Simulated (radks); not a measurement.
Results of a calculation; reference values are marked as such.
Species: Dy II. Configuration: [Xe] 4f10 6s1 (the NIST ground configuration). Level of theory: scalar-relativistic Kohn-Sham, PBEsol, spin-unpolarised, spherical densities, point nucleus (a radial shooting solver on a logarithmic mesh with Libxc functionals).

Normalised radial functions P(r) = r R(r), r in bohr:

r	4s	4p	5p
0.0007612	0.0916	0.0018	0.0007
0.001201	0.1322	0.0040	0.0014
0.00191	0.1883	0.0088	0.0031
0.003014	0.2580	0.0190	0.0067
0.004793	0.3363	0.0414	0.0147
0.007562	0.3963	0.0869	0.0309
0.01203	0.3853	0.1765	0.0627
0.01898	0.2216	0.3255	0.1156
0.03018	-0.1530	0.5196	0.1841
0.04762	-0.5697	0.6119	0.2156
0.07573	-0.5164	0.3011	0.1021
0.1195	0.3557	-0.4871	-0.1785
0.19	0.9347	-0.8645	-0.2913
0.2998	-0.3353	0.2741	0.1481
0.4768	-1.6246	1.5237	0.4513
0.7523	-0.9249	1.0276	-0.2213
1.197	-0.1377	0.2066	-0.9021
1.888	-0.0043	0.0106	-0.6935
3.002	0.0000	0.0001	-0.2079
4.737	0.0000	0.0000	-0.0220
7.534	0.0000	0.0000	-0.0004
11.89	0.0000	0.0000	0.0000

4s: eigenvalue -399.37 eV, 3 radial nodes at r = 0.0256, 0.102, 0.276 bohr, <r> = 0.530 bohr, 90 % of the charge inside 0.762 bohr. 4p: eigenvalue -297.71 eV, 2 radial nodes at r = 0.0920, 0.278 bohr, <r> = 0.562 bohr, 90 % of the charge inside 0.817 bohr. 5p: eigenvalue -31.874 eV, 3 radial nodes at r = 0.0911, 0.267, 0.674 bohr, <r> = 1.54 bohr, 90 % of the charge inside 2.27 bohr.
